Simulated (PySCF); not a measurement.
Species: H7ISi3.
SMILES with atom numbers: `[SiH3:1][SiH:2]([SiH3:3])[I:4]` (hydrogens: H5, H6, H7 on Si1; H8 on Si2; H9, H10, H11 on Si3)

Method: PBE0-D3(BJ)/def2-SVP geometry optimisation, gas phase, def2 core potentials past Kr in PySCF; density fitting, grid level 1; the optimiser is geomeTRIC in internal coordinates, started from a GFN2-xTB structure with every atom displaced at random (about 0.01 Å).

Step 0: E = -31831.5372 eV
```
atom  x, y, z in Å  |  force x, y, z in eV/Å
Si1    -1.8304   -0.8675    0.2722   -0.284   0.740  -0.177
Si2    -0.1893    0.6240   -0.4107   -0.206   0.981   0.243
Si3     2.0306    0.0804   -0.0848    0.077  -0.125   0.736
I4     -0.5687    2.8300    0.7386    0.051  -0.359   0.038
H5     -1.7286   -1.1330    1.6878    0.209  -0.179   0.974
H6     -1.6854   -2.0923   -0.4694    0.186  -1.001  -0.576
H7     -3.1913   -0.3423    0.0203   -0.162   0.238  -0.135
H8     -0.3942    1.0688   -1.8004   -0.062  -0.171  -0.496
H9      2.3022   -0.1636    1.3627   -0.120  -0.025   0.071
H10     2.3355   -1.1492   -0.8092    0.112  -0.629  -0.393
H11     2.9645    1.1186   -0.5189    0.200   0.531  -0.287
```

Step 1: E = -31831.7040 eV
```
atom  x, y, z in Å  |  force x, y, z in eV/Å
Si1    -1.7890   -0.8505    0.2610   -0.025  -0.006  -0.052
Si2    -0.1989    0.7037   -0.4789   -0.018  -0.009   0.124
Si3     2.0125    0.0508   -0.0670   -0.035   0.037  -0.094
I4     -0.5774    2.7476    0.8691    0.007  -0.012  -0.008
H5     -1.6181   -1.0773    1.7293    0.018   0.021  -0.050
H6     -1.6337   -2.1540   -0.4641    0.001   0.056   0.022
H7     -3.1415   -0.2807   -0.0145   -0.035  -0.047   0.025
H8     -0.4214    1.0806   -1.9083    0.014  -0.033  -0.013
H9      2.1840   -0.1520    1.4005    0.007   0.015   0.024
H10     2.3160   -1.2303   -0.7787    0.006   0.017  -0.013
H11     2.9124    1.1359   -0.5602    0.061  -0.039   0.035
```

**Question.** Estimate the geometry and energy of step 2. (The exact step hangs on the optimiser's Hessian estimate; all steps are aligned on step 1, rigid shifts and turns removed.)

**Answer.** E = -31831.7080 eV, largest force 0.062 eV/Å
```
atom  x, y, z in Å  |  force x, y, z in eV/Å
Si1    -1.7946   -0.8475    0.2580   -0.019   0.014  -0.034
Si2    -0.2018    0.7075   -0.4733   -0.011   0.009   0.060
Si3     2.0126    0.0541   -0.0700   -0.022   0.009  -0.031
I4     -0.5790    2.7538    0.8679    0.004   0.001  -0.001
H5     -1.6129   -1.0713    1.7229    0.012   0.004   0.001
H6     -1.6278   -2.1467   -0.4657    0.007   0.007  -0.005
H7     -3.1587   -0.2998   -0.0079   -0.005  -0.022   0.013
H8     -0.4205    1.0759   -1.9056    0.010  -0.016  -0.011
H9      2.1832   -0.1499    1.3988    0.003   0.005   0.005
H10     2.3106   -1.2272   -0.7829   -0.001   0.004  -0.012
H11     2.9340    1.1250   -0.5540    0.022  -0.015   0.017
```

The energy changes by -0.0040 eV. The first-order estimate −F·Δx gives -0.0061 eV and the mean of the old and new forces, exact on a quadratic surface, -0.0042 eV. The step makes an angle of 51° with the force vector and moves no atom by more than 0.027 Å.

The cost below is that of the whole optimisation. On one thread, Arm Neoverse V2 (aarch64), no GPU, on a shared host, this took 43 s and 0.54 GiB of memory at its peak.
